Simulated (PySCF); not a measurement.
HO4S, SMILES [O]S(=O)(=O)O, multiplicity 2. Coordinates come from a PBE-D3(BJ)/def2-SVP optimisation. The isomer is the one that the SMILES or the coordinates give; other isomers of the formula were not compared. One conformer was computed; it need not be the lowest.

Method: PBE-D3(BJ)/def2-SVP (PySCF).

Harmonic wavenumbers (cm⁻¹): 172, 192, 328, 390, 406, 491, 780, 954, 1009, 1073, 1107, 3641. Rotational constants (GHz): 5.140, 4.939, 4.707; symmetry number 1.

Q: Work out the zero-point energy and the ideal-gas rigid-rotor harmonic-oscillator thermochemistry at 298.15 K and 1 atm.

A: ZPE = ½ Σ hcν = ½ × 10544 cm⁻¹ = 63.07 kJ/mol. H − E(el) = 79.90 kJ/mol. Entropy in J/(mol K): translation 165.81, rotation 106.28, vibration 37.93, spin 5.76, total 315.77. G − E(el) = -14.25 kJ/mol. Cp = 81.89 J/(mol K).
